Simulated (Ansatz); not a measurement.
Input for Ansatz (a quantum-chemistry and plane-wave program): R-r2SCAN/def2-TZVPP on AlFH4Si (SMILES [F][AlH][SiH3]), a point of a torsion scan.

Ansatz 0.2 input:
```yaml
crystal:
  periodic: [false, false, false]
  atoms:
    - {symbol: F, position_ang: [2.35949365, -1.26557037, -0.03952662]}
    - {symbol: Al, position_ang: [1.36597905, 0.05552154, 0.01098333]}
    - {symbol: Si, position_ang: [-1.04509317, -0.04999658, -0.01658982]}
    - {symbol: H, position_ang: [2.25015906, 1.32823771, 0.08832887]}
    - {symbol: H, position_ang: [-1.54686092, -1.38340647, 0.38846753]}
    - {symbol: H, position_ang: [-1.66837600, 0.20052260, -1.33326477]}
    - {symbol: H, position_ang: [-1.70973825, 0.90455378, 0.89287212]}
basis:
  gaussian:
    orbitals: def2-TZVPP
hamiltonian:
  xc: {name: r2SCAN}
scf: {lower_state_search: off}
```

Output:

```
WARN ansatz: RAYON_NUM_THREADS=1 ignored (pool sized by the plan → 1); use --threads N
Functional definition: r2SCAN
these checks for a lower state are left out or cut short: stability, starts, cluster_reference, orbital_swaps, neighbouring_geometries, increment
integrals: 0.08 GiB planned
949 factors; their error is unknown
mean field: 0.54 GiB planned
mean field evaluation 1: about -17254.0214 eV, gradient 4.3e1 eV
mean field evaluation 2: about -17243.3733 eV, gradient 9.5e1 eV
mean field evaluation 4: about -17257.1352 eV, gradient 3.0e0 eV
mean field evaluation 8: about -17257.1580 eV, gradient 4.4e-2 eV
mean field evaluation 16: about -17257.1368 eV, gradient 1.2e-5 eV
mean field -17257.13680067 eV, -634.1880801171 hartree, gradient 3.9e-6 eV, S^2 0.000000; 0 other end points of the search recorded, 0 dependent functions left out
reference -17257.13681471 eV, -634.1880806331 hartree; 20, 20 occupied and 151, 151 virtual orbitals, 949 factors
Total energy: -17257.13681471 eV, -634.1880806331 hartree
Checks for a lower state left out: stability, starts, cluster_reference, orbital_swaps, neighbouring_geometries, increment
```

The calculation finished and met its thresholds.

Cost: roughly 1.6 core-seconds.
